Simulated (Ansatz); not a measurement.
Spectroscopic constants of CuCl, closed-shell singlet (the spin of the measured ground state). No spin–orbit coupling. Cu is treated without relativity.

Seven points along R, fitted to fifth degree in 1/R; most abundant isotopes. Runs in def2 and cc sets follow the lowest solution found near the PBE0 minimum. The singlet is held restricted.

Correlated levels freeze the inner cores; with def2 sets outer-core shells near the valence are correlated too. CBS(a, b) extrapolates the correlation energy as X⁻³ and adds the Hartree–Fock energy of set b.

Run with Ansatz (a first-principles code). Each number belongs to the level named beside it.

Quantity: r_e, from seven points a level.

Costs are ratios of core time to PBE/def2-TZVPP (roughly 12 s), for whole runs (searches for the state included, and forces where a run took them) on one shared machine, so rough; each error counts from the measured 2.0512 Å [microwave values compiled in ACS Omega 2, 8373 (2017)].

```
level                                basis functions  cost
-----------------------------------  ---------------  ----
SVWN5/def2-TZVPP                                 106  ×0.8
PBE/def2-TZVPP                                   106    ×1
B3LYP/def2-TZVPP                                 106    ×1
PBE0/def2-TZVPP                                  106    ×2
r2SCAN/def2-TZVPP                                106    ×2
B2PLYP/def2-TZVPP                                106    ×2
B97M-V/def2-TZVPP                                106    ×2
wB97X-V/def2-TZVPP                               106    ×3
wB97M-V/def2-TZVPP                               106    ×3
CCSD(T)/def2-TZVPP                               106    ×6
CCSD(T)/def2-QZVPP                               170   ×20
CCSD(T)/CBS(def2-TZVPP, def2-QZVPP)                -   ×30
```

Question: Which is the cheapest listed level whose error stays within 0.005 Å?

Answer: r2SCAN/def2-TZVPP (0.001 Å, cost ×2).

Question: What does the step from CCSD(T)/def2-TZVPP to CCSD(T)/def2-QZVPP cost and buy?

Answer: 106 to 170 functions, cost ×3 (rough); the error goes from 0.043 to 0.018 Å.

Each error (Å): SVWN5/def2-TZVPP -0.035; PBE/def2-TZVPP 0.015; B3LYP/def2-TZVPP 0.040; PBE0/def2-TZVPP 0.025; r2SCAN/def2-TZVPP 0.001; B2PLYP/def2-TZVPP 0.027; B97M-V/def2-TZVPP 0.012; wB97X-V/def2-TZVPP 0.030; wB97M-V/def2-TZVPP 0.034; CCSD(T)/def2-TZVPP 0.043; CCSD(T)/def2-QZVPP 0.018; CCSD(T)/CBS(def2-TZVPP, def2-QZVPP) 0.001.
